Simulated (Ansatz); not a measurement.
A run on C2H4ClIn with other settings.

```yaml
crystal:
  periodic: [false, false, false]
  atoms:
    - {symbol: Cl, position_ang: [-2.030121, 0.432639, -0.193556]}
    - {symbol: C, position_ang: [-0.207068, 0.691841, -0.763560]}
    - {symbol: C, position_ang: [0.480852, 0.633462, 0.522427]}
    - {symbol: In, position_ang: [-0.475184, -2.298903, -0.509422]}
    - {symbol: H, position_ang: [0.017488, 1.040177, -1.782703]}
    - {symbol: H, position_ang: [1.576095, 0.788798, 0.219888]}
    - {symbol: H, position_ang: [0.324551, 0.302257, 1.640062]}
    - {symbol: H, position_ang: [-0.010602, -1.869001, 1.393609]}
basis:
  gaussian: {orbitals: def2-TZVPP}
hamiltonian: {xc: {name: PBE}}
accuracy: high
output: {forces: true}
```

```sh
$ ansatz run in.yaml --threads 2 --pin off --events-out ev --progress --plain --max-ram 4352MiB
```

Shortened log:

```
Functional definition: PBE
3825 factors; integrals over basis functions are off by at most 7.1e-9 eV
mean field evaluation 1: about -19808.1481 eV, gradient 8.0e1 eV
mean field evaluation 2: about -19572.7220 eV, gradient 2.2e2 eV
mean field evaluation 4: about -19824.5136 eV, gradient 2.7e1 eV
mean field evaluation 8: about -19826.3559 eV, gradient 5.6e-1 eV
mean field evaluation 16: about -19826.3530 eV, gradient 2.6e-4 eV
mean field -19826.35299526 eV, -728.6050337912 hartree, gradient 9.4e-8 eV, S^2 0.000000; 0 other end points of the search recorded, 0 dependent functions left out
reference -19826.35299978 eV, -728.6050339573 hartree; 27, 27 occupied and 183, 183 virtual orbitals, 3825 factors
Total energy: -19826.35299978 eV, -728.6050339573 hartree
Atom 0 at    -2.030121     0.432639    -0.193556 Å, force     0.822457     0.263674    -1.495777 eV/Å
Atom 1 at    -0.207068     0.691841    -0.763560 Å, force    -1.051988    -0.949450     6.427818 eV/Å
Atom 2 at     0.480852     0.633462     0.522427 Å, force     1.640734     0.080067    -3.896728 eV/Å
Atom 3 at    -0.475184    -2.298903    -0.509422 Å, force     0.199905     0.410781     0.576869 eV/Å
Atom 4 at     0.017488     1.040177    -1.782703 Å, force    -0.085682    -0.181385     0.563044 eV/Å
Atom 5 at     1.576095     0.788798     0.219888 Å, force    -0.851386    -0.127376     0.987171 eV/Å
Atom 6 at     0.324551     0.302257     1.640062 Å, force    -0.546951     0.668265    -2.584531 eV/Å
Atom 7 at    -0.010602    -1.869001     1.393609 Å, force    -0.127090    -0.164576    -0.577866 eV/Å
Dipole moment:     0.284071     0.102329    -0.259358 e Å
```

Run time 27 s (2 threads of an Arm Neoverse V1 on a shared host); peak host memory 1.1 GiB.
